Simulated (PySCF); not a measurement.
# Correlation energy of Be (beryllium, neutral)

[He] 2p2, high-spin 3P determinant (an excited configuration). All numbers are calculated (PySCF 2.14, no relativity, point nucleus, in aug-cc-pCVTZ). Frozen: nothing; 4 electrons correlated.

```tsv
level	correlation energy (mhartree)
CCSD	-53.35
(T)	-0.08
CCSD(T)	-53.43
```

Diagnostics: T1 = 0.0032, D1 = 0.0063, largest double amplitude 0.060.

Is a single reference adequate?

Yes: T1 lies below 0.03 and no double amplitude reaches 0.07.
